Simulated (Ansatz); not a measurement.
## Molecular dynamics of C2H6NSi

The input (input.yaml):

```yaml
crystal:
  periodic: [false, false, false]
  atoms:
    - { symbol: H, position_ang: [-0.0283, 0.1833, 0.1821] }
    - { symbol: C, position_ang: [0.5979, -0.6709, 1.0893] }
    - { symbol: C, position_ang: [0.8673, -1.8713, 0.4138] }
    - { symbol: "N", position_ang: [1.0667, -2.8385, -0.1766] }
    - { symbol: Si, position_ang: [-0.8481, 1.3539, -1.0294] }
    - { symbol: H, position_ang: [1.4864, -0.1305, 1.3882] }
    - { symbol: H, position_ang: [-0.1219, -0.7769, 1.8911] }
    - { symbol: H, position_ang: [-0.4504, 2.6752, -0.564] }
    - { symbol: H, position_ang: [-0.3015, 0.9895, -2.324] }
    - { symbol: H, position_ang: [-2.2681, 1.0862, -0.8703] }
magnetization:
  spin_polarized: true
  initial_magnetization: 1
basis:
  gaussian: { orbitals: "6-31G*" }
hamiltonian:
  xc: hf
md:
  timestep: 0.5
  n_steps: 150
  ensemble: nve
  temperature: 100.0
  initial_velocities: maxwell_boltzmann
  seed: 373230
```

Command:

```bash
$ ansatz run input.yaml --threads 1 --pin off --max-ram 2048MiB --backend cpu --events-out ev --progress --plain --runs-dir out
```

It starts from a rough guess of a transition structure, not a stationary point.

Output, in part (one step line in 2, the closing report, with atoms numbered from 0):

```
md step     0: t =     0.00 fs  T =   100.0 K  F+E_penalty+E_count = -11496.41244153 eV  E_kin = 0.103408 eV  conserved = -11496.30903354 eV  (108 SCF iters)
md step     2: t =     1.00 fs  T =   108.7 K  F+E_penalty+E_count = -11496.42099732 eV  E_kin = 0.112442 eV  conserved = -11496.30855521 eV  (42 SCF iters)
md step     4: t =     2.00 fs  T =   165.3 K  F+E_penalty+E_count = -11496.47886963 eV  E_kin = 0.170912 eV  conserved = -11496.30795764 eV  (65 SCF iters)
md step     6: t =     3.00 fs  T =   305.4 K  F+E_penalty+E_count = -11496.62359262 eV  E_kin = 0.315826 eV  conserved = -11496.30776686 eV  (48 SCF iters)
md step     8: t =     4.00 fs  T =   537.1 K  F+E_penalty+E_count = -11496.86558374 eV  E_kin = 0.555431 eV  conserved = -11496.31015306 eV  (45 SCF iters)
md step    10: t =     5.00 fs  T =   728.1 K  F+E_penalty+E_count = -11497.07057790 eV  E_kin = 0.752958 eV  conserved = -11496.31761989 eV  (44 SCF iters)
md step    12: t =     6.00 fs  T =   550.8 K  F+E_penalty+E_count = -11496.88969206 eV  E_kin = 0.569590 eV  conserved = -11496.32010253 eV  (64 SCF iters)
md step    14: t =     7.00 fs  T =   117.8 K  F+E_penalty+E_count = -11496.42217726 eV  E_kin = 0.121812 eV  conserved = -11496.30036522 eV  (63 SCF iters)
md step    16: t =     8.00 fs  T =   305.5 K  F+E_penalty+E_count = -11496.62707247 eV  E_kin = 0.315952 eV  conserved = -11496.31112010 eV  (64 SCF iters)
md step    18: t =     9.00 fs  T =   699.2 K  F+E_penalty+E_count = -11497.04386642 eV  E_kin = 0.723030 eV  conserved = -11496.32083688 eV  (36 SCF iters)
md step    20: t =    10.00 fs  T =   670.3 K  F+E_penalty+E_count = -11497.00648092 eV  E_kin = 0.693138 eV  conserved = -11496.31334300 eV  (44 SCF iters)
md step    22: t =    11.00 fs  T =   450.9 K  F+E_penalty+E_count = -11496.77525025 eV  E_kin = 0.466302 eV  conserved = -11496.30894781 eV  (46 SCF iters)
md step    24: t =    12.00 fs  T =   268.2 K  F+E_penalty+E_count = -11496.58563404 eV  E_kin = 0.277382 eV  conserved = -11496.30825161 eV  (41 SCF iters)
md step    26: t =    13.00 fs  T =   168.8 K  F+E_penalty+E_count = -11496.48294028 eV  E_kin = 0.174555 eV  conserved = -11496.30838550 eV  (42 SCF iters)
md step    28: t =    14.00 fs  T =   147.1 K  F+E_penalty+E_count = -11496.46043055 eV  E_kin = 0.152073 eV  conserved = -11496.30835720 eV  (41 SCF iters)
md step    30: t =    15.00 fs  T =   205.3 K  F+E_penalty+E_count = -11496.52032624 eV  E_kin = 0.212298 eV  conserved = -11496.30802783 eV  (45 SCF iters)
md step    32: t =    16.00 fs  T =   362.4 K  F+E_penalty+E_count = -11496.68257669 eV  E_kin = 0.374703 eV  conserved = -11496.30787322 eV  (49 SCF iters)
md step    34: t =    17.00 fs  T =   620.4 K  F+E_penalty+E_count = -11496.95185383 eV  E_kin = 0.641510 eV  conserved = -11496.31034341 eV  (48 SCF iters)
md step    36: t =    18.00 fs  T =   838.0 K  F+E_penalty+E_count = -11497.18466798 eV  E_kin = 0.866595 eV  conserved = -11496.31807260 eV  (46 SCF iters)
md step    38: t =    19.00 fs  T =   672.0 K  F+E_penalty+E_count = -11497.01527545 eV  E_kin = 0.694925 eV  conserved = -11496.32034997 eV  (40 SCF iters)
md step    40: t =    20.00 fs  T =   238.6 K  F+E_penalty+E_count = -11496.54725820 eV  E_kin = 0.246714 eV  conserved = -11496.30054397 eV  (37 SCF iters)
md step    42: t =    21.00 fs  T =   412.0 K  F+E_penalty+E_count = -11496.73734156 eV  E_kin = 0.426016 eV  conserved = -11496.31132572 eV  (61 SCF iters)
md step    44: t =    22.00 fs  T =   781.6 K  F+E_penalty+E_count = -11497.12870591 eV  E_kin = 0.808200 eV  conserved = -11496.32050611 eV  (64 SCF iters)
md step    46: t =    23.00 fs  T =   746.1 K  F+E_penalty+E_count = -11497.08479994 eV  E_kin = 0.771490 eV  conserved = -11496.31331044 eV  (69 SCF iters)
md step    48: t =    24.00 fs  T =   535.4 K  F+E_penalty+E_count = -11496.86275621 eV  E_kin = 0.553647 eV  conserved = -11496.30910950 eV  (68 SCF iters)
md step    50: t =    25.00 fs  T =   376.1 K  F+E_penalty+E_count = -11496.69713720 eV  E_kin = 0.388869 eV  conserved = -11496.30826820 eV  (68 SCF iters)
md step    52: t =    26.00 fs  T =   329.3 K  F+E_penalty+E_count = -11496.64849000 eV  E_kin = 0.340552 eV  conserved = -11496.30793815 eV  (42 SCF iters)
md step    54: t =    27.00 fs  T =   418.2 K  F+E_penalty+E_count = -11496.73996785 eV  E_kin = 0.432437 eV  conserved = -11496.30753062 eV  (44 SCF iters)
md step    56: t =    28.00 fs  T =   657.5 K  F+E_penalty+E_count = -11496.98901702 eV  E_kin = 0.679921 eV  conserved = -11496.30909613 eV  (48 SCF iters)
md step    58: t =    29.00 fs  T =   945.5 K  F+E_penalty+E_count = -11497.29352974 eV  E_kin = 0.977750 eV  conserved = -11496.31577930 eV  (46 SCF iters)
md step    60: t =    30.00 fs  T =   947.1 K  F+E_penalty+E_count = -11497.30169691 eV  E_kin = 0.979409 eV  conserved = -11496.32228797 eV  (66 SCF iters)
md step    62: t =    31.00 fs  T =   533.7 K  F+E_penalty+E_count = -11496.85752556 eV  E_kin = 0.551846 eV  conserved = -11496.30567911 eV  (65 SCF iters)
md step    64: t =    32.00 fs  T =   539.3 K  F+E_penalty+E_count = -11496.86384392 eV  E_kin = 0.557678 eV  conserved = -11496.30616587 eV  (51 SCF iters)
md step    66: t =    33.00 fs  T =   950.0 K  F+E_penalty+E_count = -11497.30430763 eV  E_kin = 0.982408 eV  conserved = -11496.32189956 eV  (61 SCF iters)
md step    68: t =    34.00 fs  T =   960.8 K  F+E_penalty+E_count = -11497.30890130 eV  E_kin = 0.993566 eV  conserved = -11496.31533540 eV  (63 SCF iters)
md step    70: t =    35.00 fs  T =   712.2 K  F+E_penalty+E_count = -11497.04570832 eV  E_kin = 0.736463 eV  conserved = -11496.30924549 eV  (60 SCF iters)
md step    72: t =    36.00 fs  T =   518.3 K  F+E_penalty+E_count = -11496.84378452 eV  E_kin = 0.535989 eV  conserved = -11496.30779551 eV  (66 SCF iters)
md step    74: t =    37.00 fs  T =   479.2 K  F+E_penalty+E_count = -11496.80342724 eV  E_kin = 0.495550 eV  conserved = -11496.30787749 eV  (59 SCF iters)
md step    76: t =    38.00 fs  T =   595.6 K  F+E_penalty+E_count = -11496.92414781 eV  E_kin = 0.615851 eV  conserved = -11496.30829718 eV  (67 SCF iters)
md step    78: t =    39.00 fs  T =   832.7 K  F+E_penalty+E_count = -11497.17167566 eV  E_kin = 0.861057 eV  conserved = -11496.31061834 eV  (68 SCF iters)
md step    80: t =    40.00 fs  T =  1046.1 K  F+E_penalty+E_count = -11497.39875142 eV  E_kin = 1.081800 eV  conserved = -11496.31695149 eV  (79 SCF iters)
md step    82: t =    41.00 fs  T =   933.2 K  F+E_penalty+E_count = -11497.28489948 eV  E_kin = 0.965051 eV  conserved = -11496.31984898 eV  (65 SCF iters)
md step    84: t =    42.00 fs  T =   540.8 K  F+E_penalty+E_count = -11496.86177322 eV  E_kin = 0.559219 eV  conserved = -11496.30255428 eV  (65 SCF iters)
md step    86: t =    43.00 fs  T =   664.0 K  F+E_penalty+E_count = -11496.99567252 eV  E_kin = 0.686618 eV  conserved = -11496.30905501 eV  (58 SCF iters)
md step    88: t =    44.00 fs  T =  1048.2 K  F+E_penalty+E_count = -11497.40493888 eV  E_kin = 1.083968 eV  conserved = -11496.32097130 eV  (62 SCF iters)
md step    90: t =    45.00 fs  T =  1019.7 K  F+E_penalty+E_count = -11497.36930273 eV  E_kin = 1.054460 eV  conserved = -11496.31484318 eV  (65 SCF iters)
md step    92: t =    46.00 fs  T =   752.1 K  F+E_penalty+E_count = -11497.08700005 eV  E_kin = 0.777781 eV  conserved = -11496.30921933 eV  (64 SCF iters)
md step    94: t =    47.00 fs  T =   550.8 K  F+E_penalty+E_count = -11496.87660691 eV  E_kin = 0.569553 eV  conserved = -11496.30705427 eV  (56 SCF iters)
md step    96: t =    48.00 fs  T =   553.0 K  F+E_penalty+E_count = -11496.87893367 eV  E_kin = 0.571890 eV  conserved = -11496.30704344 eV  (57 SCF iters)
md step    98: t =    49.00 fs  T =   761.8 K  F+E_penalty+E_count = -11497.09659503 eV  E_kin = 0.787747 eV  conserved = -11496.30884848 eV  (64 SCF iters)
md step   100: t =    50.00 fs  T =  1061.1 K  F+E_penalty+E_count = -11497.41095417 eV  E_kin = 1.097273 eV  conserved = -11496.31368093 eV  (64 SCF iters)
md step   102: t =    51.00 fs  T =  1174.6 K  F+E_penalty+E_count = -11497.53561235 eV  E_kin = 1.214666 eV  conserved = -11496.32094606 eV  (63 SCF iters)
md step   104: t =    52.00 fs  T =   832.1 K  F+E_penalty+E_count = -11497.17430829 eV  E_kin = 0.860482 eV  conserved = -11496.31382608 eV  (59 SCF iters)
md step   106: t =    53.00 fs  T =   554.2 K  F+E_penalty+E_count = -11496.87288330 eV  E_kin = 0.573069 eV  conserved = -11496.29981447 eV  (49 SCF iters)
md step   108: t =    54.00 fs  T =   908.1 K  F+E_penalty+E_count = -11497.25681269 eV  E_kin = 0.939026 eV  conserved = -11496.31778714 eV  (59 SCF iters)
md step   110: t =    55.00 fs  T =  1129.3 K  F+E_penalty+E_count = -11497.48621610 eV  E_kin = 1.167777 eV  conserved = -11496.31843862 eV  (56 SCF iters)
md step   112: t =    56.00 fs  T =   977.6 K  F+E_penalty+E_count = -11497.32252683 eV  E_kin = 1.010888 eV  conserved = -11496.31163844 eV  (65 SCF iters)
md step   114: t =    57.00 fs  T =   751.4 K  F+E_penalty+E_count = -11497.08568836 eV  E_kin = 0.776999 eV  conserved = -11496.30868940 eV  (62 SCF iters)
md step   116: t =    58.00 fs  T =   633.0 K  F+E_penalty+E_count = -11496.96232777 eV  E_kin = 0.654534 eV  conserved = -11496.30779359 eV  (57 SCF iters)
md step   118: t =    59.00 fs  T =   684.1 K  F+E_penalty+E_count = -11497.01518611 eV  E_kin = 0.707422 eV  conserved = -11496.30776438 eV  (56 SCF iters)
md step   120: t =    60.00 fs  T =   898.7 K  F+E_penalty+E_count = -11497.23933674 eV  E_kin = 0.929355 eV  conserved = -11496.30998187 eV  (62 SCF iters)
md step   122: t =    61.00 fs  T =  1135.9 K  F+E_penalty+E_count = -11497.49085068 eV  E_kin = 1.174645 eV  conserved = -11496.31620573 eV  (143 SCF iters)
md step   124: t =    62.00 fs  T =  1083.8 K  F+E_penalty+E_count = -11497.44072983 eV  E_kin = 1.120734 eV  conserved = -11496.31999572 eV  (112 SCF iters)
md step   126: t =    63.00 fs  T =   709.5 K  F+E_penalty+E_count = -11497.03911482 eV  E_kin = 0.733651 eV  conserved = -11496.30546339 eV  (110 SCF iters)
md step   128: t =    64.00 fs  T =   716.5 K  F+E_penalty+E_count = -11497.04842855 eV  E_kin = 0.740922 eV  conserved = -11496.30750652 eV  (112 SCF iters)
md step   130: t =    65.00 fs  T =  1036.6 K  F+E_penalty+E_count = -11497.39090624 eV  E_kin = 1.071940 eV  conserved = -11496.31896650 eV  (119 SCF iters)
md step   132: t =    66.00 fs  T =  1063.7 K  F+E_penalty+E_count = -11497.41427817 eV  E_kin = 1.099983 eV  conserved = -11496.31429492 eV  (118 SCF iters)
md step   134: t =    67.00 fs  T =   893.7 K  F+E_penalty+E_count = -11497.23402342 eV  E_kin = 0.924142 eV  conserved = -11496.30988093 eV  (125 SCF iters)
md step   136: t =    68.00 fs  T =   754.7 K  F+E_penalty+E_count = -11497.08898997 eV  E_kin = 0.780444 eV  conserved = -11496.30854631 eV  (126 SCF iters)
md step   138: t =    69.00 fs  T =   735.6 K  F+E_penalty+E_count = -11497.06889492 eV  E_kin = 0.760633 eV  conserved = -11496.30826236 eV  (107 SCF iters)
md step   140: t =    70.00 fs  T =   854.9 K  F+E_penalty+E_count = -11497.19277721 eV  E_kin = 0.884040 eV  conserved = -11496.30873701 eV  (120 SCF iters)
md step   142: t =    71.00 fs  T =  1075.7 K  F+E_penalty+E_count = -11497.42391831 eV  E_kin = 1.112313 eV  conserved = -11496.31160508 eV  (126 SCF iters)
md step   144: t =    72.00 fs  T =  1226.0 K  F+E_penalty+E_count = -11497.58585113 eV  E_kin = 1.267738 eV  conserved = -11496.31811354 eV  (116 SCF iters)
md step   146: t =    73.00 fs  T =  1023.1 K  F+E_penalty+E_count = -11497.37524524 eV  E_kin = 1.057980 eV  conserved = -11496.31726501 eV  (96 SCF iters)
md step   148: t =    74.00 fs  T =   689.7 K  F+E_penalty+E_count = -11497.01481425 eV  E_kin = 0.713209 eV  conserved = -11496.30160520 eV  (123 SCF iters)
md step   150: t =    75.00 fs  T =   894.3 K  F+E_penalty+E_count = -11497.23867574 eV  E_kin = 0.924786 eV  conserved = -11496.31388929 eV  (128 SCF iters)
Total energy: -11497.23867574 eV, -422.5157282251 hartree
Atom 0 at     0.487014    -0.349114     1.455988 Å, force    -2.834921     5.281911    -1.430809 eV/Å
Atom 1 at     0.944423    -1.138364     1.765835 Å, force     2.882099    -6.500801     0.434587 eV/Å
Atom 2 at     1.006897    -2.091672     0.616396 Å, force    -0.193093     0.937168     0.712899 eV/Å
Atom 3 at     1.020557    -2.752386    -0.300838 Å, force     0.080356    -0.528658    -0.458211 eV/Å
Atom 4 at    -1.062505     1.652323    -1.399464 Å, force     0.344665    -0.233007    -0.006448 eV/Å
Atom 5 at     1.940165    -0.999728     2.091598 Å, force     0.957351     0.802778     0.149743 eV/Å
Atom 6 at     0.479383    -1.656526     2.567576 Å, force    -0.884132    -0.004019     0.600910 eV/Å
Atom 7 at    -0.470691     2.958730    -0.988690 Å, force    -0.465293    -0.191775    -0.016552 eV/Å
Atom 8 at    -0.830156     1.411040    -2.834932 Å, force    -0.061971     0.052724     0.001091 eV/Å
Atom 9 at    -2.467006     1.347122    -1.026711 Å, force     0.174939     0.383679     0.012789 eV/Å
Dipole moment:    -0.035190     0.514613     0.675907 e Å
```

All steps were run. The conserved energy stayed within 1.3 meV per atom of its start (net change -0.49 meV per atom), so the integration is sound. The system heated up, since it started high on the potential surface and ran downhill. A run of 0.075 ps of so small a system gives no equilibrium averages.

The step under study would form H1–Si5 and break H1–C2. These pairs go: H1–Si5 1.87 → 3.82 Å, H1–C2 1.39 → 0.96 Å. In the last frame they stand as before the step (other bonds may differ from the relaxed reactants and products). It ends as C2H3N + H3Si. Pairs count as bonded within 1.25 times the sum of covalent radii (0.12 Å more for H–H).

Last frame:

```xyz
10
Properties=species:S:1:pos:R:3
H 0.487 -0.349 1.456
C 0.944 -1.138 1.766
C 1.007 -2.092 0.616
N 1.021 -2.752 -0.301
Si -1.062 1.652 -1.399
H 1.940 -1.000 2.092
H 0.479 -1.657 2.568
H -0.471 2.959 -0.989
H -0.830 1.411 -2.835
H -2.467 1.347 -1.027
```

Run time: 7.9 min on 1 thread of Arm Neoverse N1, with other jobs on the host, peak memory 0.17 GiB.
